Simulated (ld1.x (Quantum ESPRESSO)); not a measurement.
## Logarithmic derivatives: Ag (Z = 47), PAW

```json
{"Element": "Ag (Z = 47)", "Generator": "ld1.x (Quantum ESPRESSO) 7.5", "Type": "PAW", "Functional": "LDA (PZ)", "Relativity": "scalar-relativistic", "Frozen core": "[Ar] 3d10", "Valence charge": "19", "Reference configuration": "4s2 4p6 4d10 5s1 5p0", "Partial waves": "4s (bound): rcut 1.30, rcutus 1.50 bohr; 5s (bound): rcut 1.30, rcutus 1.50 bohr; 4p (bound): rcut 1.75, rcutus 2.00 bohr; 5p (bound, empty): rcut 1.75, rcutus 2.00 bohr; 4d (bound): rcut 1.45, rcutus 1.65 bohr; 4d channel at 1.45 Ry: rcut 1.45, rcutus 1.65 bohr", "Local potential": "all-electron potential smoothed inside 1.85 bohr (lloc = -1)", "Core correction": "Bessel-smoothed model core inside 1.25 bohr", "Augmentation charge": "PSQ, inside the norm-conserving radii"}
```

The phase is arctan(r·u′/u) with u = r·R(r), unwrapped; energies in Ry, scanned from -9 to 5 Ry. A pole is an energy at which the radial function vanishes at the test radius. The pseudo phase is shifted by a multiple of π to meet the all-electron one at the reference energy, and phase errors are pseudo minus all-electron; the curves can meet again beyond the range given. Levels narrower than the energy grid can be missing from the lists of poles.

```
channel  radius (bohr)  reference energy (Ry)  poles, all-electron  poles, pseudo  unbroken range about the reference energy with phases within 0.05 rad  phase error 1 Ry above the reference energy (rad)
      s           2.21                  -0.35          -6.94, 3.81    -6.94, 3.65                                                        the whole range                                             -0.002
      p           2.21                  -0.06                -4.21    -4.21, 3.53                                                              below 0.9                                             -0.058
      d           2.21                  -0.56                -0.05          -0.05                                                        the whole range                                             +0.000
```

Phases in the s channel:

| E (Ry) | all-electron | pseudo |
| --- | --- | --- |
| -9.00 | 1.403 | 1.403 |
| -8.52 | 1.396 | 1.396 |
| -8.04 | 1.386 | 1.386 |
| -7.56 | 1.367 | 1.366 |
| -7.08 | 1.124 | 1.123 |
| -6.60 | -1.728 | -1.728 |
| -6.12 | -1.755 | -1.755 |
| -5.64 | -1.771 | -1.771 |
| -5.16 | -1.786 | -1.786 |
| -4.68 | -1.801 | -1.801 |
| -4.20 | -1.819 | -1.819 |
| -3.72 | -1.840 | -1.840 |
| -3.24 | -1.867 | -1.867 |
| -2.76 | -1.901 | -1.901 |
| -2.28 | -1.948 | -1.948 |
| -1.80 | -2.015 | -2.016 |
| -1.32 | -2.122 | -2.123 |
| -0.84 | -2.312 | -2.312 |
| -0.36 | -2.696 | -2.696 |
| 0.12 | -3.383 | -3.384 |
| 0.60 | -3.987 | -3.990 |
| 1.08 | -4.294 | -4.297 |
| 1.56 | -4.452 | -4.456 |
| 2.04 | -4.546 | -4.551 |
| 2.52 | -4.609 | -4.615 |
| 3.00 | -4.655 | -4.662 |
| 3.48 | -4.691 | -4.700 |
| 3.96 | -4.721 | -4.734 |
| 4.44 | -4.748 | -4.765 |
| 4.92 | -4.773 | -4.797 |
